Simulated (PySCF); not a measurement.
Working with the constants of BeP

UHF-CCSD(T) constants of BeP, ⁴Σ⁻ (quartet), unpaired electrons σ ↑, π ↑↑ (PySCF, no relativity, basis sets Be def2-TZVP, P def2-TZVP; masses 9.0122 and 30.9738 u):

| Item | Value |
| --- | --- |
| ωe | 582.7 cm⁻¹ |
| ωexe | 5.96 cm⁻¹ |
| Be | 0.54896 cm⁻¹ |
| αe | 0.00664 cm⁻¹ |
| De to Be + P | 0.92 eV |

Problem. What force constant and bond length do these constants imply?

Solution. Reduced mass μred = 6.9810 u; k = 5.8918×10⁻⁷·μred·ωe² (u, cm⁻¹, mdyn/Å) = 1.40 mdyn/Å; Re = √(16.8576/(μred·Be)) (u, cm⁻¹, Å) = 2.097 Å.

Problem. Estimate the centrifugal constant D from the Kratzer relation and find the Dunham coefficient a1.

Solution. D = 4Be³/ωe² = 1.95e-06 cm⁻¹; a1 = −1 − αeωe/(6Be²) = -3.14.

Correlated steps freeze 5 core orbitals. The state is the lowest determinant that a PBE0 search found; another state may lie lower at other levels.
